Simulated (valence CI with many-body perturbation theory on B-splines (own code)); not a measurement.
E1 transitions of Pb LI

Method: valence CI with perturbative core correlation (CI+MBPT): four valence electrons over a frozen Dirac-Fock core [Ar] 3d10, radial functions for each j: 11 s, 11 p, 10 d, 8 f, 5 g, 2 h, with the one-electron correlation potential Σ1 (screened to all orders), the two-electron term Σ2, the three-electron term Σ3, Breit, model QED; selected single and double excitations, second order for the rest, scaled by the run's own slope (own B-spline code, finite nucleus).

The last digits are not significant, and no measured levels were compared; by estimate large intervals hold to a few tenths of a per cent, small ones and those within an open d or f shell to about a per cent. Among the levels kept, up to 400 cm⁻¹ of a level comes from second order outside the variational space, and about a tenth of that is noise between levels of different J, which matters for small intervals.

Lines 151 to 200 of 555 in falling wavelength, among levels below 910.11 eV, chosen from the strongest by gf and those to the six lowest levels. Wavelengths and rates use the calculated energies. Electric multipoles are in the length gauge with retardation, E1 and E2 with the static RPA response of the core. Weak lines are less certain than strong ones. Lines between different terms over intervals too small for the method are left out, as are lines whose strength nearly cancels. Where a level lies close to another of its J and parity, the split of strength between their lines is uncertain. The highest levels of a list are the least certain.

Levels are named by their leading jj configuration (3d3/2^4 stands for four electrons in 3d with j = 3/2), which in mixed levels can hold well under half, so a name can repeat and another be missing. Letters in brackets count levels of one name in rising energy.

```csv
λ vac (nm),Upper,Lower,A (s⁻¹),log gf,Branch %
5.547,(4s^2 4d3/2 4d5/2) J=2,(4s^2 4p3/2 4d3/2) J=1,1.32e+11,-0.52,5.1
5.542,(4p1/2^2 4p3/2 4d5/2) J=1,(4p1/2^2 4p3/2^2) J=0,3.77e+11,-0.28,34.3
5.541,(4s^2 4d5/2^2) J=0,(4s^2 4p3/2 4d5/2) J=1,7.42e+11,-0.47,91.2
5.539,(4s 4p1/2 4d5/2^2) J=3 [b],(4s 4p1/2 4p3/2 4d5/2) J=3 [b],1.01e+11,-0.49,6.6
5.527,(4s 4p1/2 4d3/2 4d5/2) J=3 [a],(4s 4p1/2 4p3/2 4d3/2) J=2 [a],1.63e+11,-0.28,34.2
5.520,(4s 4p1/2 4p3/2 4d5/2) J=0,(4s 4p1/2 4p3/2^2) J=1 [b],4.96e+11,-0.64,42.7
5.516,(4s 4p1/2 4p3/2 4d5/2) J=3 [b],(4s 4p1/2 4p3/2^2) J=3,1.83e+11,-0.23,19.5
5.508,(4s 4p1/2 4p3/2 4f7/2) J=4 [c],(4s 4p1/2 4p3/2 4d5/2) J=3 [a],8.01e+10,-0.48,8.5
5.503,(4s 4p1/2 4p3/2 4f5/2) J=2 [c],(4s 4p1/2 4p3/2 4d5/2) J=2 [a],1.12e+11,-0.59,7.0
5.499,(4s 4p1/2 4d5/2^2) J=2 [b],(4s 4p1/2 4p3/2 4d5/2) J=1 [b],9.43e+10,-0.67,8.6
5.498,(4s 4p1/2 4d5/2^2) J=2 [a],(4s 4p1/2 4p3/2 4d5/2) J=3 [a],7.23e+10,-0.79,5.7
5.497,(4s^2 4d3/2 4d5/2) J=2,(4s^2 4p3/2 4d3/2) J=2,2.05e+11,-0.33,7.9
5.493,(4s 4p1/2 4d3/2 4d5/2) J=2 [c],(4s 4p1/2 4p3/2 4d3/2) J=1 [b],1.66e+11,-0.42,6.9
5.489,(4s 4p1/2^2 4d5/2) J=3,(4s 4p1/2^2 4p3/2) J=2,3.65e+11,0.06,90.1
5.487,(4s 4p1/2 4p3/2 4f5/2) J=2 [a],(4s 4p1/2 4p3/2 4d3/2) J=2 [b],1.23e+11,-0.56,16.7
5.479,(4s^2 4d3/2 4d5/2) J=1,(4s^2 4p3/2 4d3/2) J=0,1.97e+11,-0.58,6.8
5.478,(4s 4p1/2 4p3/2 4f7/2) J=4 [e],(4s 4p1/2 4p3/2 4d5/2) J=3 [b],2.22e+11,-0.05,15.4
5.474,(4s 4p3/2^2 4d5/2) J=1 [b],(4s 4p3/2^3) J=1,6.42e+11,-0.06,22.6
5.473,(4s^2 4d3/2 4d5/2) J=1,(4s^2 4p3/2 4d3/2) J=1,2.12e+11,-0.54,7.3
5.472,(4s 4p1/2 4p3/2 4f7/2) J=5 [b],(4s 4p1/2 4p3/2 4d5/2) J=4 [a],7.67e+10,-0.42,11.6
5.471,(4s 4p1/2 4p3/2 4d5/2) J=2 [c],(4s 4p1/2 4p3/2^2) J=2 [b],9.68e+10,-0.66,6.6
5.462,(4s^2 4p1/2 4d5/2) J=2,(4s^2 4p1/2 4p3/2) J=1,4.09e+11,-0.04,87.8
5.461,(4s 4p1/2 4d3/2 4d5/2) J=2 [a],(4s 4p1/2 4p3/2 4d3/2) J=2 [a],2.04e+11,-0.34,27.3
5.460,(4s 4p1/2 4p3/2 4d5/2) J=2 [b],(4s 4p1/2 4p3/2^2) J=3,1.18e+11,-0.58,16.0
5.458,(4s 4p1/2 4p3/2 4d5/2) J=4 [b],(4s 4p1/2 4p3/2^2) J=3,2.56e+11,0.01,57.0
5.451,(4s 4p1/2 4p3/2 4d5/2) J=1 [c],(4s 4p1/2 4p3/2^2) J=1 [a],4.97e+11,-0.18,43.0
5.449,(4s 4p1/2 4d5/2^2) J=5 [b],(4s 4p1/2 4p3/2 4d5/2) J=4 [b],3.03e+11,0.17,28.6
5.445,(4s 4p1/2 4d3/2 4d5/2) J=2 [a],(4s 4p1/2 4p3/2 4d3/2) J=1 [a],1.71e+11,-0.42,22.9
5.443,(4s^2 4p1/2 4f5/2) J=2,(4s^2 4p1/2 4d3/2) J=1,1.43e+11,-0.50,48.7
5.439,(4s 4p1/2 4p3/2 4f7/2) J=4 [a],(4s 4p1/2 4p3/2 4d3/2) J=3 [b],4.71e+10,-0.73,11.4
5.437,(4s 4p1/2 4d5/2^2) J=3 [a],(4s 4p1/2 4p3/2 4d5/2) J=3 [a],1.93e+11,-0.22,13.4
5.435,(4s 4p1/2 4p3/2 4f7/2) J=3 [c],(4s 4p1/2 4p3/2 4d3/2) J=2 [d],8.23e+10,-0.59,5.9
5.434,(4s^2 4p3/2 4d5/2) J=1,(4s^2 4p3/2^2) J=0,5.24e+11,-0.16,77.8
5.433,(4s 4p1/2 4p3/2 4f7/2) J=4 [d],(4s 4p1/2 4p3/2 4d5/2) J=3 [a],1.19e+11,-0.33,8.1
5.432,(4s 4p1/2 4d3/2 4d5/2) J=2 [d],(4s 4p1/2 4p3/2 4d3/2) J=1 [c],7.73e+10,-0.77,3.3
5.431,(4s 4p1/2 4p3/2 4d5/2) J=3 [d],(4s 4p1/2 4p3/2^2) J=2 [b],7.12e+11,0.34,40.4
5.430,(4p1/2^2 4p3/2 4d5/2) J=3,(4p1/2^2 4p3/2^2) J=2,4.42e+11,0.14,41.5
5.422,(4s 4p1/2 4p3/2 4f5/2) J=4 [b],(4s 4p1/2 4p3/2 4d5/2) J=4 [a],1.07e+11,-0.37,9.7
5.419,(4s 4p1/2 4p3/2 4d5/2) J=2 [c],(4s 4p1/2 4p3/2^2) J=1 [a],3.02e+11,-0.18,20.6
5.415,(4s 4p1/2 4d3/2^2) J=3,(4p1/2^2 4p3/2^2) J=2,2.94e+11,-0.04,25.2
5.413,(4s 4p1/2 4p3/2 4d5/2) J=1 [b],(4s 4p1/2 4p3/2^2) J=0,3.35e+11,-0.36,37.1
5.410,(4s 4p1/2 4p3/2 4d5/2) J=3 [a],(4s 4p1/2 4p3/2^2) J=2 [a],2.74e+11,-0.07,43.3
5.408,(4s 4p1/2 4p3/2 4d5/2) J=2 [d],(4s 4p1/2 4p3/2^2) J=1 [b],6.33e+11,0.14,28.7
5.407,(4s 4p1/2 4d5/2^2) J=3 [b],(4s 4p1/2 4p3/2 4d5/2) J=3 [a],5.41e+10,-0.78,3.6
5.404,(4s 4p1/2 4p3/2 4f7/2) J=1,(4s 4p1/2 4p3/2 4d3/2) J=0 [b],1.56e+11,-0.69,14.6
5.403,(4s 4p1/2 4p3/2 4f5/2) J=2 [c],(4s 4p1/2 4p3/2 4d3/2) J=1 [d],1.30e+11,-0.55,8.1
5.397,(4s 4p1/2 4p3/2 4f5/2) J=2 [d],(4s 4p1/2 4p3/2 4d3/2) J=1 [d],1.10e+11,-0.62,7.5
5.395,(4s 4p1/2 4d3/2 4d5/2) J=1 [a],(4s 4p1/2 4p3/2 4d3/2) J=1 [a],2.71e+11,-0.45,40.5
5.388,(4s 4p1/2 4d3/2 4d5/2) J=1 [a],(4s 4p1/2 4p3/2 4d3/2) J=0 [a],2.37e+11,-0.51,35.3
5.379,(4s 4p1/2 4p3/2 4f7/2) J=3 [c],(4s 4p1/2 4p3/2 4d5/2) J=2 [a],5.33e+10,-0.79,3.8
```

(1) How does gf follow from A for the line at 5.461 nm?

Answers

(1) gf = 1.4992 × (2J+1)_upper × A / σ², with σ = 1831018 cm⁻¹ and 2J+1 = 5: gf = 0.455.
